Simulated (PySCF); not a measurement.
# Ionisation energy of Se⁺ by level of theory

Se⁺ [Ar] 3d10 4s2 4p3 (4S) → Se²⁺ [Ar] 3d10 4s2 4p2 (3P), as a difference of total energies. All numbers are calculated (PySCF 2.14, no relativity, point nucleus, in def2-QZVPPD). Correlated levels: valence: [Ar] 3d10 frozen; valence and next inner shell: [Ne] frozen. The calculations carry no spin-orbit coupling.

```json
{"method": "UHF", "ionisation energy (eV)": "20.830"}
{"method": "LDA", "ionisation energy (eV)": "21.467"}
{"method": "PBE", "ionisation energy (eV)": "21.302"}
{"method": "PBE0", "ionisation energy (eV)": "21.394"}
{"method": "r2SCAN", "ionisation energy (eV)": "21.573"}
{"method": "M06-L", "ionisation energy (eV)": "21.109"}
{"method": "CAM-B3LYP", "ionisation energy (eV)": "21.306"}
{"method": "HSE06", "ionisation energy (eV)": "21.365"}
{"method": "BLYP", "ionisation energy (eV)": "21.040"}
{"method": "MP2 (valence)", "ionisation energy (eV)": "21.377"}
{"method": "SCS-MP2 (valence)", "ionisation energy (eV)": "21.223"}
{"method": "MP2 (valence and next inner shell)", "ionisation energy (eV)": "21.527"}
{"method": "SCS-MP2 (valence and next inner shell)", "ionisation energy (eV)": "21.330"}
```

Problem. How much does correlation contribute at MP2 (valence and next inner shell)?

Solution. 21.527 − (20.830) = 0.697 eV, measured against UHF.

A first-order spin-orbit estimate (lowest level to lowest level, LS coupling) adds -0.273 eV.

These non-relativistic numbers lack the scalar-relativistic shift.

Errors of the correlated levels include the incompleteness of this basis and the frozen core.

For comparison: 21.196 ± 0.01 eV (measured; NIST Atomic Spectra Database, ionization energies).
